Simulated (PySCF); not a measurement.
BBr₃, SMILES BrB(Br)Br. Atoms are numbered in the order given.

```xyz
4

B      0.0000     0.0000     0.0000
Br     1.9050     0.0000     0.0000
Br    -0.9525    -1.6498     0.0000
Br    -0.9525     1.6498     0.0000
```
Charge 0, spin multiplicity 1.

Geometry optimised at r2SCAN-D4/def2-SVP. The isomer is the one that the SMILES or the coordinates give; other isomers of the formula were not compared.

Method: r2SCAN-D4/def2-SVP in PySCF 2.14.0.

Frequencies are harmonic and unscaled.

Modes within 1.5 cm⁻¹ of each other (mostly degenerate sets) share a row, with their intensities summed.

```tsv
mode	ν (cm⁻¹)	IR (km/mol)	Raman (Å⁴/amu)	depolarisation	moving atoms (share of kinetic energy)
1–2	153	0.2	4.9	0.75	Br 97 %
3	282	0.0	7.4	0.09	Br 100 %
4	384	0.9	0.0	–	B 96 %
5–6	836	609.9	0.4	0.75	B 93 %
```
